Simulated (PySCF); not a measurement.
C6H5F2O (doublet state).
Structure used (GFN2-xTB), in Å, numbered top down from 1:
```xyz
14
C6H5F2O angstrom
O     -1.810    1.677    0.062
C     -0.742    0.853    0.017
C      0.507    1.316    0.314
C      1.591    0.436    0.306
F      2.814    0.913    0.602
C      1.443   -0.931    0.038
C      0.225   -1.435   -0.280
C     -0.982   -0.574   -0.373
F     -2.021   -1.085    0.451
H     -2.628    1.164    0.018
H      0.650    2.351    0.576
H      2.310   -1.570    0.094
H      0.078   -2.486   -0.465
H     -1.436   -0.630   -1.382
```

The hyperfine couplings belong to this conformer and change with its torsions.

Identity: `C1[C@H]([C](C=C(F)C=1)O)F` [radical].

The calculation used UKS B3LYP, pcH-1 on C F H O, non-relativistic, mean-field spin-orbit, GIAO (PySCF). Geometry: GFN2-xTB, one conformer, isolated molecule. The geometry wasn't refined by DFT: couplings that depend on bond lengths, twists or pyramidal angles can differ widely from those at the functional's own minimum. No stability test was run, so a lower SCF solution isn't excluded. ⟨S²⟩ is 0.779 where a pure state has 0.75.

(1) The isotropic 19F couplings are +388.0, +77.8 MHz. Assign them to F5; F9.

Answers

(1) 
```json
{"site": "F5", "a_iso (MHz)": "+77.8", "ρ(0) (bohr⁻³)": "+0.0185", "position": "1 bond from C4", "distance from C4 (Å)": "1.35", "bound to": "C4", "spin population there": "+0.44", "largest |T| (MHz)": "269.4"}
{"site": "F9", "a_iso (MHz)": "+388.0", "ρ(0) (bohr⁻³)": "+0.0922", "position": "2 bonds from C2", "distance from C4 (Å)": "3.92", "bound to": "C8", "spin population there": "-0.01", "largest |T| (MHz)": "179.2"}
```

ρ(0) is the spin density at the nucleus and T the dipolar tensor. The Mulliken spin populations are largest on C4 (+0.44), C7 (+0.40), C2 (+0.34) and C3 (-0.18). Three atoms exceed +0.15. The positive populations add up to 1.37 and the negative ones to -0.37, together 2S = 1. Main spin sites, with 60 % or more of the largest population: C2, C4, C7; positions count bonds from the nearest.

The spin density at the nucleus, in bohr⁻³, is negative for C3 (-0.0300), C6 (-0.0279) and C8 (-0.0179), for instance. A restricted open-shell determinant has no negative spin density anywhere; here it arises because α and β orbitals differ (spin polarisation).

The SMILES `O[C]1C=C(F)C=C[C@H]1F` draws the unpaired electron on C2, whose computed spin population is only +0.34.

The run took 71 s of wall time (grids of density and orbitals included) on Arm Neoverse V1, one thread (shared host), and the process peaked at 1.1 GiB of memory.
